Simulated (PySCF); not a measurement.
**SrH2, singlet: structure and spectrum**

Level of theory: PBE0/[Sr def2-TZVP with ECP28, H def2-TZVP], scalar-relativistic core potentials, density fitting, no spin–orbit coupling, PySCF.

The structure is a minimum.

```xyz
3
charge 0 multiplicity 1, angstrom
Sr    0.0000    0.0233    0.0000
H     0.0000   -0.9861    1.9089
H     0.0000   -0.9861   -1.9089
```

```
Point group                                                                   : C2v
Bond lengths                                                                  : Sr–H 2.159 Å (×2)
Bond angles                                                                   : H–Sr–H 124.3°
Zero-point energy                                                             : 16.4 kJ/mol
Principal quadrupole moments (Buckingham, traceless) about the centre of mass : -20.85, 6.09, 14.77 D Å
Rotational symmetry number                                                    : 2
Highest occupied level                                                        : -5.42 eV
Rotational constants                                                          : 8.396, 2.295, 1.802 cm⁻¹
Enthalpy at 298.15 K above 0 K                                                : 10.97 kJ/mol
Heat capacity Cp at 298.15 K                                                  : 41.6 J/(mol K)
Dipole moment                                                                 : 6.22 D
Atomisation energy without zero-point energy                                  : 394 kJ/mol
Entropy at 298.15 K and 1 bar                                                 : 233.5 J/(mol K)
Principal polarisabilities                                                    : 45.3, 50.5, 70.4 bohr³
Lowest empty level                                                            : -1.67 eV
```

Harmonic modes (masses in u: Sr 87.906, H 1.008):
```tsv
symmetry	ω (cm⁻¹)	IR (km/mol)
a1	345	334
b2	1165	954
a1	1227	133
```

In C2v the vibrations span 2a1 + b2. Here b1 is antisymmetric to the molecular plane and b2 lies in it.

Charges (e):
```json
{"atom": "Sr1", "Mulliken": "0.65", "Löwdin": "0.51", "polar tensor": "1.25", "Mayer order to Sr1": "–"}
{"atom": "H2,3", "Mulliken": "-0.33", "Löwdin": "-0.25", "polar tensor": "-0.63", "Mayer order to Sr1": "0.88"}
```

Mulliken populations on Sr1 (electrons outside its core potential): s 2.58, p 6.31, d 0.46.

Outer orbital energies (eV). occupied: -24.47, -24.33, -23.99, -6.19, -5.42; empty: -1.67, -0.53, -0.30, -0.26.

Counting electrons, strontium keeps none of its valence electrons outside its bonds, so the VSEPR class is AX2 and the expected shape is linear (D∞h). The calculation gives C2v instead. Heavy alkaline-earth centres are the known exception: their polarisable core and low (n−1)d orbitals favour bending; the Mulliken d population here is 0.46.

Other isomers or separated fragments may lie lower.

The final relaxation and frequency run took 6.9 s on 2 threads of a shared Arm Neoverse N1 host, with 45 basis functions and 8 gradients; the process peaked at 0.51 GiB.
